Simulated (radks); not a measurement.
Valence configurations of Pb2+. Calculated with a radial shooting solver on a logarithmic mesh with Libxc functionals: scalar-relativistic Kohn-Sham, SCAN, spin-polarised, spherical densities, finite nucleus; open shells are filled with parallel spins first (spin-orbit coupling, left out, can overturn this in heavy ions); meta-GGA in the generalised Kohn-Sham scheme; Fermi nuclear charge, rms radius 5.5012 fm. Energies are relative to [Hg]; eigenvalues in eV for spin up.

\begin{tabular}{lrrrrrr}
valence & E (eV) & moment (Bohr magnetons) & e(4f) & e(5d) & e(6p) & e(6s) \\ \hline
[Hg] & 0.000 & 0 & -151.21 & -38.400 & - & -27.898 \\
[Xe] 4f14 5d10 6s1 6p1 & 9.390 & 2 & -152.88 & -40.115 & -18.908 & -29.475 \\
[Xe] 4f14 5d9.5 6s2 6p0.5 & 10.819 & 1 & -154.52 & -41.083 & -18.510 & -29.511 \\
[Xe] 4f14 5d10 6p2 & 20.303 & 2 & -154.61 & -41.758 & -19.817 & - \\
[Xe] 4f13.5 5d10 6s2 6p0.5 & 69.072 & 1 & -161.57 & -41.829 & -18.562 & -29.641 \\
[Xe] 4f13.5 5d9.5 6s2 6p1 & 80.890 & 2 & -164.92 & -44.538 & -19.603 & -30.886 \\
[Xe] 4f13 5d10 6s2 6p1 & 142.25 & 2 & -172.09 & -45.324 & -19.665 & -31.029 \\
[Xe] 4f13 5d10 6s1 6p2 & 151.56 & 4 & -173.60 & -46.827 & -21.305 & -32.941 \\
[Xe] 4f12.5 5d10 6s2 6p1.5 & 219.73 & 3 & -182.76 & -48.829 & -20.846 & -32.695 \\
[Xe] 4f12 5d10 6s2 6p2 & 301.46 & 4 & -193.58 & -52.354 & -22.072 & -34.448 \\
\end{tabular}

NIST lists [Hg] as the ground configuration; this level of theory agrees among the configurations tried. The energies are those of spherical high-spin densities, not of single terms.
